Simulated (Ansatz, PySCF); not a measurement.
Molecule: C5H11O, charge 0, multiplicity 2. SMILES: [CH2]C(C)CCO
Coordinates optimised at B3LYP-D3(BJ)/def2-TZVP (Ansatz, a first-principles code):
```xyz
17

C     -2.0302     0.9116     0.8425
C     -0.9383    -0.0726     0.6136
C     -1.4677    -1.3413    -0.0686
C      0.2289     0.5723    -0.1507
C      1.4628    -0.3031    -0.2550
O      2.4976     0.4735    -0.8560
H     -1.8120     1.9653     0.9549
H     -3.0438     0.5800     1.0247
H     -0.5444    -0.3781     1.5999
H     -2.3211    -1.7458     0.4785
H     -1.7958    -1.1195    -1.0868
H     -0.7075    -2.1216    -0.1187
H     -0.1002     0.8484    -1.1564
H      0.5188     1.4986     0.3522
H      1.7639    -0.6396     0.7465
H      1.2561    -1.1937    -0.8587
H      3.2725    -0.0837    -0.9784
```
Charge 0, spin multiplicity 2.

Wanted: atomisation energy, in kcal/mol. Conventions: 6-31G* and kin with 6d, 5d where marked; non-relativistic; spin-orbit terms left out; open shells spin-unrestricted; dispersion terms only where a functional's name holds one; atomisation electronic, to ground-state atoms; valence correlation only. CBS marks a two-point X^-3 extrapolation of the correlation energy; Hartree-Fock from the larger set. The bracket is a focal-point correction in the basis named. First-principles rows: single points at B3LYP-D3(BJ) geometries (Ansatz).

```csv
species,coefficient,"E at M06-2X/6-31G* (5d) (PySCF), Eh","E at B3LYP/def2-TZVPD (Ansatz), Eh"
[CH2]C(C)CCO,-1,-272.15629,-272.42296
C atom,+5,-37.82757,-37.85953
H atom,+11,-0.49667,-0.50215
O atom,+1,-75.03133,-75.09698
```

Coupled cluster (Ansatz) is a level with limits of its own, used here on species with T1 under 0.025 (0.045 for open shells) and stable references: RI-MP2/CBS(cc-pVTZ,cc-pVQZ)+[CCSD(T)-MP2]/cc-pVTZ. Value to compare with, RI-MP2/CBS(cc-pVTZ,cc-pVQZ)+[CCSD(T)-MP2]/cc-pVTZ (Ansatz): 1584.6 kcal/mol. 1 Eh = 627.5095 kcal/mol.

Question: Work the quantity out at each level, and compare with RI-MP2/CBS(cc-pVTZ,cc-pVQZ)+[CCSD(T)-MP2]/cc-pVTZ (Ansatz).

Answer: 
- M06-2X/6-31G* (5d): the sum of coefficient times E is 2.52374 Eh, or 1583.67 kcal/mol. Result: 1583.7 kcal/mol. Its difference against RI-MP2/CBS(cc-pVTZ,cc-pVQZ)+[CCSD(T)-MP2]/cc-pVTZ (Ansatz) is -0.9 kcal/mol.
- B3LYP/def2-TZVPD: the sum of coefficient times E is 2.50468 Eh, or 1571.71 kcal/mol. Result: 1571.7 kcal/mol. Its difference against RI-MP2/CBS(cc-pVTZ,cc-pVQZ)+[CCSD(T)-MP2]/cc-pVTZ (Ansatz) is -12.9 kcal/mol.
